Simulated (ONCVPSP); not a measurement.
# magnesium (Mg) ONCV: all-electron and pseudo phase curves

```json
{
  "Element": "magnesium",
  "Generator": "ONCVPSP 4.0.1",
  "Type": "optimised norm-conserving Vanderbilt (ONCV)",
  "Functional": "LDA (Perdew-Wang 92)",
  "Relativity": "non-relativistic",
  "Frozen core": "[He]",
  "Valence charge": "10",
  "Reference configuration": "2s2 2p6 3s1 3p1",
  "Partial waves": "2s+3s: rc 1.45 bohr, ncon 4, nbas 9, qcut 6.5 1/bohr, 3 projectors, debl 3.8 Ha; 2p+3p: rc 1.15 bohr, ncon 4, nbas 8, qcut 12.2 1/bohr, 2 projectors; d scattering state at 0.35 Ha: rc 1.50 bohr, ncon 3, nbas 7, qcut 5.7 1/bohr, 2 projectors, debl 0.9 Ha",
  "Local potential": "polynomial inside 1.05 bohr (lpopt 3, dvloc0 0 Ha)",
  "Core correction": "polynomial model core, fcfact 0.65"
}
```

The phase is arctan(r·R′/R) of the radial function R(r), unwrapped; energies in Ha, scanned from -4 to 5 Ha. A pole is an energy at which the radial function vanishes at the test radius. The pseudo phase is shifted by a multiple of π to meet the all-electron one at the reference energy, and phase errors are pseudo minus all-electron; the curves can meet again beyond the range given. Levels narrower than the energy grid can be missing from the lists of poles.

```csv
channel,radius (bohr),reference energy (Ha),"poles, all-electron","poles, pseudo",unbroken range about the reference energy with phases within 0.05 rad,phase error 1 Ha above the reference energy (rad)
s,1.48,-0.21,-2.76,-2.76,the whole range,-0.000
p,1.17,-0.08,-1.06,-1.06,the whole range,+0.000
d,1.52,0.35,3.99,3.98,the whole range,-0.000
```

Phases in the s channel:

```tsv
E (Ha)	all-electron	pseudo
-3.98	1.042	1.042
-3.50	0.626	0.626
-3.02	-1.248	-1.248
-2.54	-1.690	-1.690
-2.06	-1.834	-1.834
-1.58	-1.940	-1.940
-1.10	-2.056	-2.056
-0.62	-2.216	-2.216
-0.14	-2.474	-2.474
0.34	-2.906	-2.906
0.82	-3.477	-3.477
1.30	-3.928	-3.928
1.78	-4.194	-4.194
2.26	-4.351	-4.351
2.74	-4.452	-4.452
3.22	-4.523	-4.523
3.70	-4.576	-4.576
4.18	-4.618	-4.618
4.66	-4.652	-4.652
```
